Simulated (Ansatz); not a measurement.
`CCCCCCCCCCO` + H₂ → `CCCCCCCCO` + `CC`  (hydrogenolysis of a C–C bond)

Calculated with Ansatz (gas phase, PBE0-D4/def2-TZVP geometries, no zero-point term in ΔE). CCSD(T)/CBS is the MP2 limit (def2-TZVPP, def2-QZVPP) plus CCSD(T) − MP2 in def2-TZVPP, frozen cores. This one scheme is used for every species. DFT in def2-TZVPP. B3LYP here is the variant with VWN-RPA as its local correlation; programs differ in this. Each species was taken in one conformer, which may not be the lowest.

(1) Is it downhill or uphill in electronic energy at CCSD(T)/CBS, and by how much? (Estimate.)

(2) What do these levels give: PBE-D4, ωB97M-V, PBE, B3LYP, SCS-MP2/def2-QZVPP, HF/CBS(def2)? (An estimate is asked.)

Largest T1 diagnostic among the species: 0.009.

Results:

(1) Computed: Downhill: ΔE = -12.5 kcal/mol.

(2) Computed: PBE-D4 -13.2, ωB97M-V -13.1, PBE -16.0, B3LYP -18.4, SCS-MP2/def2-QZVPP -13.0, HF/CBS(def2) -20.2 kcal/mol.

The D4 term adds +4.2 kcal/mol with B3LYP and +2.6 kcal/mol with PBE0; it sums over pairs of atoms, weighted by their polarisabilities, and B3LYP, whose exchange is more repulsive, gets the larger term. In def2-TZVPP, CCSD(T) changes the Hartree–Fock value by +7.5 kcal/mol (the triples alone add +1.3 kcal/mol) and MP2 by +8.8 kcal/mol.
